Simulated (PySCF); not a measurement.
**Question.** What does the PBE0-D3(BJ)/def2-SVP structure of `CC(=O)O[SiH2]Cl` look like in three dimensions?

**Answer.** 
```
atom  x, y, z in Å
C1    -1.9262    0.1126    0.4868
C2    -0.5987    0.2766   -0.1782
O3    -0.3767    0.9386   -1.1646
O4     0.3886   -0.3983    0.4238
Si5    1.9092   -0.2066   -0.3447
Cl6    3.1546   -1.3641    0.8110
H7    -2.6873    0.6890   -0.0497
H8    -2.1963   -0.9531    0.5075
H9    -1.8570    0.4472    1.5322
H10    1.8789   -0.7744   -1.7102
H11    2.3618    1.1992   -0.2572
```

Orientation and origin are arbitrary. Atoms count from 1 in this order. The 6 heavy atoms lie in one plane (0.003 Å rms). Si5 (chlorine-bound silicon) is distorted tetrahedral (angles from 102.8° to 115.2°). The C–O distances run from 1.208 Å (C2=O3, drawn double) to 1.339 Å (C2–O4, drawn single), a spread of 0.131 Å. O4 (oxygen singly bound to a carbonyl carbon) is bent (angle 113.3°).

Bonds between heavy atoms (Å): C1–C2 1.494, C2=O3 1.208, C2–O4 1.339, O4–Si5 1.714, Si5–Cl6 2.056.

Theory: PBE0-D3(BJ)/def2-SVP geometry optimisation, gas phase in PySCF.

Point group: Cs (tolerance 0.08 Å). Stationary, but not proved a minimum. One conformer, not necessarily the lowest (C1–C2–O4–Si5 180°, C2–O4–Si5–Cl6 180°).

Hardware: one thread, Arm Neoverse V2 (aarch64), shared host. Cost: 60 s of wall time, 0.50 GiB resident at most. This is the geometry optimisation.
